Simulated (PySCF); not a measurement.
**Solvent effects on NMR parameters**

Geometry:
| atom | x (Å) | y (Å) | z (Å) |
| --- | --- | --- | --- |
| C1 | 3.201 | 1.248 | -1.349 |
| C2 | 2.954 | 0.051 | -0.804 |
| C3 | 1.688 | -0.423 | -0.230 |
| C4 | 1.646 | -1.691 | 0.368 |
| C5 | 0.461 | -2.179 | 0.910 |
| C6 | -0.699 | -1.412 | 0.868 |
| C7 | -0.689 | -0.131 | 0.291 |
| C8 | -1.917 | 0.703 | 0.258 |
| C9 | -1.850 | 2.043 | 0.307 |
| C10 | -3.238 | -0.007 | 0.177 |
| C11 | 0.509 | 0.334 | -0.263 |
| H12 | 2.442 | 2.032 | -1.420 |
| H13 | 4.190 | 1.487 | -1.747 |
| H14 | 3.772 | -0.677 | -0.764 |
| H15 | 2.554 | -2.300 | 0.398 |
| H16 | 0.440 | -3.170 | 1.371 |
| H17 | -1.619 | -1.809 | 1.302 |
| H18 | -2.755 | 2.654 | 0.262 |
| H19 | -0.899 | 2.569 | 0.415 |
| H20 | -4.064 | 0.708 | 0.067 |
| H21 | -3.433 | -0.601 | 1.084 |
| H22 | -3.262 | -0.707 | -0.673 |
| H23 | 0.510 | 1.306 | -0.760 |

GIAO PBE0/pcSseg-1 in PySCF 2.14.0 with density-fitted response routines on one PBE0-D3(BJ)/def2-SVP conformer, non-relativistic, equivalent nuclei averaged. Solvents enter as an IEF-PCM continuum (cyclohexane with ε = 2.0, chloroform with ε = 4.7) around the gas-phase geometry. Shifts are referred to TMS computed in the same medium.

Gas phase, δ in ppm: C8 153.0, C7 146.6, C2 144.9, C3 140.7, C4 135.1, C5 133.7, C6 130.2, C11 125.4, C9 120.7, C1 119.0, C10 23.7, H23 8.10, H16 7.39, H17 7.26. Dipole moment 0.49 D.

Q: How does each δ change in the continuum?

A: 
```
atoms                      environment  Δδ, cyclohexane  Δδ, chloroform
   C8  fully substituted alkene carbon             +1.0            +1.7
   C7      substituted aromatic carbon             +0.5            +0.9
   C2                        alkene CH             +0.4            +0.6
   C3      substituted aromatic carbon             +0.3            +0.6
   C4                      aromatic CH             +0.5            +1.1
   C5                      aromatic CH             +0.6            +1.3
   C6                      aromatic CH             +0.7            +1.4
  C11                      aromatic CH             +0.4            +0.7
   C9             terminal =CH2 carbon             +0.4            +0.9
   C1             terminal =CH2 carbon             +1.0            +2.0
  C10            allylic methyl carbon             +0.2            +0.3
  H23       hydrogen on an aromatic CH            +0.07           +0.13
  H16       hydrogen on an aromatic CH            +0.09           +0.18
  H17       hydrogen on an aromatic CH            +0.10           +0.19
```

Changes are relative to the gas phase. The dipole moment becomes 0.55 D in cyclohexane, 0.59 D in chloroform.

Q: Which of the listed nuclei move most (in ppm), and what does the model miss?

A: C1 (terminal =CH2 carbon, +2.0 ppm) in chloroform. A continuum only polarises the solute; specific hydrogen bonds, the anisotropy of aromatic solvents and changes of geometry or conformer are outside it.
